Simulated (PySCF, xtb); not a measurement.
HgCl2, SMILES [Cl][Hg][Cl].

GFN2-xTB (xtb 6.7.1) at its own geometry gives an orbital gap of 3.95 eV and a dipole moment of 0.02 D.

Coordinates come from a B3LYP-D3(BJ)/def2-TZVP optimisation. The isomer is the one that the SMILES or the coordinates give; other isomers of the formula were not compared. The def2 effective core potentials stand for the cores of Hg; spin–orbit coupling is left out.

Question: What does PBE/def2-TZVPD run with PySCF give? (Estimate from the structure and the level; the computed values follow.)

Answer: gap 4.10 eV (levels -7.60 and -3.50 eV), dipole 0.00 D.
